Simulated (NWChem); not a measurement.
Molecule: C3H6Si; SMILES C=C=C[SiH3]

Give the equilibrium geometry at B3LYP/6-31G* (spherical d) (NWChem) as a list of bonds and angles, with the point group.

point group Cs; any orientation.
Bonds (Å): C1–C2 1.308, C1–H5 1.088, C1–H6 1.088, C2–C3 1.310, C3–Si4 1.874, C3–H7 1.093, Si4–H8 1.490, Si4–H9 1.490, Si4–H10 1.485. Bond angles (°): C2–C1–H5 121.4, C2–C1–H6 121.4, H5–C1–H6 117.1, C1–C2–C3 178.8, C2–C3–Si4 122.6, C2–C3–H7 118.5, Si4–C3–H7 118.9, C3–Si4–H8 110.7, C3–Si4–H9 110.7, C3–Si4–H10 109.5, H8–Si4–H9 107.5, H8–Si4–H10 109.2, H9–Si4–H10 109.2.
